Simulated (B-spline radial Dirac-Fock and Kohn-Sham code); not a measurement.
Method: independent-particle photoionisation in a Dirac-Hartree-Slater potential with a Latter tail, all multipoles, thresholds from Dirac-Fock ΔSCF. Computed with a radial B-spline solver. Kinetic energies are from the vacuum level. Open shells are spread statistically over j, without multiplet splitting. Without correlation, outer binding energies are uncertain by a few eV, most for open f shells.

Q: A free atom or ion in its tabulated ground configuration is ionised with 4000 eV photons and gives these photoelectron lines. Identify it and assign the lines.

```
kinetic energy (eV)  relative cross section
              632.1                    17.9
              904.9                    26.3
             1284.9                    58.7
             1733.4                    72.6
             1813.8                   100.0
             3205.2                     5.7
             3321.3                     7.1
             3412.1                    14.2
             3602.4                    12.1
             3619.3                    16.5
             3831.9                     1.2
             3864.1                     3.0
             3867.4                     3.7
             3871.7                     1.3
             3887.1                     2.5
             3940.3                    0.82
             3942.1                     1.1
```

A: Pt⁴⁺, [Xe] 4f14 5d6. Binding energies are hν less the kinetic energy: 3s 3367.9 eV, 3p1/2 3095.1 eV, 3p3/2 2715.1 eV, 3d3/2 2266.6 eV, 3d5/2 2186.2 eV, 4s 794.8 eV, 4p1/2 678.7 eV, 4p3/2 587.9 eV, 4d3/2 397.6 eV, 4d5/2 380.7 eV, 5s 168.1 eV, 4f5/2 135.9 eV, 4f7/2 132.6 eV, 5p1/2 128.3 eV, 5p3/2 112.9 eV, 5d3/2 59.69 eV, 5d5/2 57.95 eV.

Q: A free atom or ion in its tabulated ground configuration is ionised with Ag Lα (2984.4 eV) photons and gives these photoelectron lines. Identify it and assign the lines.

```
kinetic energy (eV)  relative cross section
             2115.1                   100.0
             2935.0                     5.0
             2964.5                    0.30
             2964.6                    0.60
```

A: Ne, [He] 2s2 2p6. Binding energies are hν less the kinetic energy: 1s 869.3 eV, 2s 49.44 eV, 2p1/2 19.88 eV, 2p3/2 19.79 eV.

Q: A free atom or ion in its tabulated ground configuration is ionised with 2000 eV photons and gives these photoelectron lines. Identify it and assign the lines.

| kinetic energy (eV) | relative cross section |
| --- | --- |
| 453.2 | 19.1 |
| 622.7 | 27.0 |
| 718.9 | 57.1 |
| 1011.4 | 69.9 |
| 1031.5 | 100.0 |
| 1650.2 | 5.5 |
| 1715.6 | 6.5 |
| 1736.3 | 13.0 |
| 1845.6 | 10.3 |
| 1849.2 | 14.7 |
| 1925.1 | 1.1 |
| 1945.6 | 1.1 |
| 1948.8 | 2.1 |

A: Pr³⁺, [Xe] 4f2. Binding energies are hν less the kinetic energy: 3s 1546.8 eV, 3p1/2 1377.3 eV, 3p3/2 1281.1 eV, 3d3/2 988.6 eV, 3d5/2 968.5 eV, 4s 349.8 eV, 4p1/2 284.4 eV, 4p3/2 263.7 eV, 4d3/2 154.4 eV, 4d5/2 150.8 eV, 5s 74.94 eV, 5p1/2 54.37 eV, 5p3/2 51.16 eV.

Q: A free atom or ion in its tabulated ground configuration is ionised with 1180 eV photons and gives these photoelectron lines. Identify it and assign the lines.

| kinetic energy (eV) | relative cross section |
| --- | --- |
| 9.71 | 16.6 |
| 77.82 | 37.7 |
| 339.3 | 68.6 |
| 353.3 | 100.0 |
| 841.2 | 3.8 |
| 897.6 | 4.4 |
| 911.6 | 9.1 |
| 1004.7 | 8.8 |
| 1007.1 | 12.8 |
| 1071.7 | 0.84 |

A: Cs⁷⁺, [Kr] 4d10 5s2. Binding energies are hν less the kinetic energy: 3p1/2 1170.3 eV, 3p3/2 1102.2 eV, 3d3/2 840.7 eV, 3d5/2 826.7 eV, 4s 338.8 eV, 4p1/2 282.4 eV, 4p3/2 268.4 eV, 4d3/2 175.3 eV, 4d5/2 172.9 eV, 5s 108.3 eV.
